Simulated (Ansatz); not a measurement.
C₂H₄AlBS: the same geometry under several functionals.

```yaml
crystal:
  periodic: [false, false, false]
  atoms:
    - {symbol: C, position_ang: [-0.747570, -1.138251, -1.037550]}
    - {symbol: Al, position_ang: [0.379866, 0.189702, -0.208350]}
    - {symbol: B, position_ang: [0.340112, 1.184556, 1.836404]}
    - {symbol: C, position_ang: [1.272378, 1.477779, 0.913090]}
    - {symbol: S, position_ang: [2.150358, 1.423684, -0.606128]}
    - {symbol: H, position_ang: [-1.539984, -1.468687, -0.364997]}
    - {symbol: H, position_ang: [-0.148910, -2.004344, -1.329453]}
    - {symbol: H, position_ang: [-1.202432, -0.726103, -1.941504]}
    - {symbol: H, position_ang: [-0.415419, 1.015162, 2.721487]}
basis:
  gaussian: {orbitals: def2-TZVPP}
hamiltonian: {xc: r2scan, dispersion: d4}
output: {forces: true, orbitals: {seedname: orbitals}}
```

```sh
$ ansatz run in.yaml --threads 2 --pin off --events-out ev --progress --plain --max-ram 4352MiB
```

It prints (some lines left out):

```
Functional definition: r2SCAN
1318 factors; their error is unknown
mean field evaluation 1: about -20228.4223 eV, gradient 8.3e1 eV
mean field evaluation 2: about -20185.6290 eV, gradient 1.3e2 eV
mean field evaluation 4: about -20244.8182 eV, gradient 1.4e1 eV
mean field evaluation 8: about -20245.2851 eV, gradient 1.4e-1 eV
mean field evaluation 16: about -20245.2719 eV, gradient 5.4e-3 eV
mean field -20245.27190635 eV, -744.0000198200 hartree, gradient 7.9e-6 eV, S^2 0.000000; 0 other end points of the search recorded, 0 dependent functions left out
reference -20245.27191999 eV, -744.0000203215 hartree; 25, 25 occupied and 208, 208 virtual orbitals, 1318 factors
Total energy: -20245.32242612 eV, -744.0018763876 hartree
Atom 0 at    -0.747570    -1.138251    -1.037550 Å, force     0.012089     0.012793     0.009174 eV/Å
Atom 1 at     0.379866     0.189702    -0.208350 Å, force    -0.050153    -0.016390     0.047989 eV/Å
Atom 2 at     0.340112     1.184556     1.836404 Å, force    -0.215527    -0.100255     0.148255 eV/Å
Atom 3 at     1.272378     1.477779     0.913090 Å, force     0.149180     0.077590    -0.076641 eV/Å
Atom 4 at     2.150358     1.423684    -0.606128 Å, force     0.072830     0.026015    -0.072318 eV/Å
Atom 5 at    -1.539984    -1.468687    -0.364997 Å, force     0.013665    -0.003706    -0.031978 eV/Å
Atom 6 at    -0.148910    -2.004344    -1.329453 Å, force    -0.030057     0.008466    -0.004379 eV/Å
Atom 7 at    -1.202432    -0.726103    -1.941504 Å, force     0.000677    -0.028164     0.013288 eV/Å
Atom 8 at    -0.415419     1.015162     2.721487 Å, force     0.047297     0.023652    -0.033389 eV/Å
Dipole moment:    -0.532424    -0.595855    -0.326423 e Å
```

Run time 15 s (2 threads of an AMD EPYC 7R43 on a shared host); peak host memory 0.33 GiB.

With the line `hamiltonian: {xc: {name: r2SCANh}, dispersion: d4}` and no forces (abridged; 13 s):

```
Functional definition: r2SCANh
mean field evaluation 16: about -20245.0298 eV, gradient 3.0e-5 eV
mean field -20245.02978924 eV, -743.9911221806 hartree, gradient 3.0e-5 eV, S^2 0.000000
Total energy: -20245.08476522 eV, -743.9931425105 hartree
```

With the line `hamiltonian: {xc: {name: B2PLYP}}` and no forces (abridged; 18 s):

```
Functional definition: B2PLYP
mean field evaluation 16: about -20232.9566 eV, gradient 5.1e-4 eV
mean field -20232.95662295 eV, -743.5474415027 hartree, gradient 5.3e-6 eV, S^2 0.000000
13 core orbitals not correlated: weight in the atoms' cores, before any rotation towards them, 1.000 or more for the frozen orbitals, at most 0.000 for the correlated occupied ones
second order -22.89821387 eV of doubles, -0.00000000 eV of singles
Total energy: -20239.13931642 eV, -743.7746512970 hartree
```

With the line `hamiltonian: {xc: {name: BHLYP}, dispersion: d4}` and no forces (abridged; 10 s):

```
Functional definition: BHLYP
mean field evaluation 16: about -20246.5226 eV, gradient 1.3e-4 eV
mean field -20246.52264493 eV, -744.0459836151 hartree, gradient 4.1e-5 eV, S^2 0.000000
Total energy: -20246.81634898 eV, -744.0567770399 hartree
```

With the line `hamiltonian: {xc: {name: wB97X-V}}` and no forces (abridged; 22 s):

```
Functional definition: wB97X-V
mean field evaluation 16: about -20244.7463 eV, gradient 1.2e-4 eV
mean field -20244.74633996 eV, -743.9807056115 hartree, gradient 4.4e-5 eV, S^2 0.000000
Total energy: -20244.74633774 eV, -743.9807055301 hartree
```

With the line `hamiltonian: {xc: {name: LC-wPBE}}` and no forces (abridged; 7.5 s):

```
Functional definition: LC-wPBE
mean field evaluation 16: about -20240.5889 eV, gradient 1.4e-4 eV
mean field -20240.58885220 eV, -743.8279207546 hartree, gradient 2.6e-5 eV, S^2 0.000000
Total energy: -20240.58885221 eV, -743.8279207549 hartree
```
